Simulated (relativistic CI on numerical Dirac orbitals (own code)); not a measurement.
## Co³⁺ in a cubic cluster: 3s photoemission with charge transfer

Computed with a charge-transfer multiplet model of a cubic metal-ligand cluster with up to 2 ligand holes, Slater and spin-orbit integrals from Dirac-Coulomb-Breit ions, Slater integrals scaled by 0.9. The ground state mixes d6 with configurations of k ligand holes L, whose averages lie at kΔ + k(k − 1)U_dd/2; a core hole lowers each added d electron by U_cd. 300 K, Lorentzian 1.4 eV and Gaussian 0.8 eV FWHM.

Atomic integrals in eV (Slater integrals scaled, ζ unscaled), ground: F2dd 11.345, F4dd 7.087, zeta_d 0.071; with the core hole: F2dd 12.266, F4dd 7.704, zeta_d 0.081, G2cd 12.140.

Cluster parameters (eV): U_dd = 7.7, U_cd = 9.7, 10Dq = 0.85, 10Dq(ligand) = 0.2, V(eg) = 1.2, V(t2g) = -0.63, final-state hopping factor = 1.

| Case | n_d | d6 | d7L | d8L2 | S |
| --- | --- | --- | --- | --- | --- |
| Δ = -0.9 eV | 6.46 | 0.56 | 0.42 | 0.02 | 2.00 |
| Δ = 1.1 eV | 6.21 | 0.80 | 0.20 | 0.00 | 2.00 |
| Δ = 2.1 eV | 6.14 | 0.86 | 0.14 | 0.00 | 2.00 |
| Δ = 3.1 eV | 6.10 | 0.90 | 0.10 | 0.00 | 2.00 |
| Δ = 5.1 eV | 6.06 | 0.94 | 0.06 | 0.00 | 2.00 |

Weights, n_d and S are thermal averages at 300 K. Binding energies count from the first peak over 30 % of the highest in each spectrum, which can be another peak from case to case. The parameters are a model scan and need not match a compound or its usual spin state. Peaks in eV (height, largest 100):
- Δ = -0.9 eV: 0.0 (100), 3.7 (45), 5.9 (35), 10.4 (90), 12.6 (47), 14.6 (23), 22.3 (61)
- Δ = 1.1 eV: 0.0 (74), 4.8 (40), 8.2 (100), 12.5 (23), 14.7 (21), 19.8 (86)
- Δ = 2.1 eV: 0.0 (76), 6.6 (100), 13.1 (21), 15.2 (23), 18.7 (95)
- Δ = 3.1 eV: 0.0 (68), 5.3 (100), 9.5 (30), 13.9 (21), 17.8 (78)
- Δ = 5.1 eV: 0.0 (100), 3.1 (76), 4.5 (77), 10.1 (34), 15.5 (70)

Curve for Δ = 1.1 eV (points under 2 left out, the grid thinned):

| E (eV) | Intensity |
| --- | --- |
| -3.8 | 4.1 |
| -3.2 | 5.4 |
| -2.5 | 8.2 |
| -1.9 | 13.0 |
| -1.2 | 26.9 |
| -0.6 | 53.6 |
| 0.0 | 74.4 |
| 0.7 | 55.9 |
| 1.3 | 38.1 |
| 2.0 | 25.1 |
| 2.6 | 22.2 |
| 3.2 | 23.9 |
| 3.9 | 31.3 |
| 4.5 | 39.0 |
| 5.2 | 39.4 |
| 5.8 | 43.7 |
| 6.5 | 59.4 |
| 7.1 | 65.8 |
| 7.7 | 84.5 |
| 8.4 | 98.4 |
| 9.0 | 73.0 |
| 9.7 | 42.6 |
| 10.3 | 27.8 |
| 10.9 | 20.2 |
| 11.6 | 18.9 |
| 12.2 | 22.3 |
| 12.9 | 21.7 |
| 13.5 | 18.2 |
| 14.1 | 18.6 |
| 14.8 | 20.6 |
| 15.4 | 16.6 |
| 16.1 | 11.0 |
| 16.7 | 9.5 |
| 17.4 | 11.0 |
| 18.0 | 16.0 |
| 18.6 | 28.9 |
| 19.3 | 65.0 |
| 19.9 | 86.1 |
| 20.6 | 51.7 |
| 21.2 | 24.9 |
| 21.8 | 13.4 |
| 22.5 | 7.7 |
| 23.1 | 5.3 |
| 23.8 | 3.8 |
| 24.4 | 3.0 |

For the case Δ = 2.1 eV, Δ = 2.1 eV is smaller than U_dd = 7.7 eV, the charge-transfer side of the Zaanen-Sawatzky-Allen scheme. With the core hole the configuration with one ligand hole lies at Δ − U_cd = -10.6, -8.6, -7.6, -6.6, -4.6 eV from the one without, in the order of the table; where this is negative the screened configuration lies lower.

With at most 2 ligand holes the space is cut while the next configuration still counts, so covalency is underestimated, and a final configuration with one more ligand hole, which can lie low, is missing from the spectra.

Without intra-shell correlation the exchange splitting of the 3s hole comes out too large.
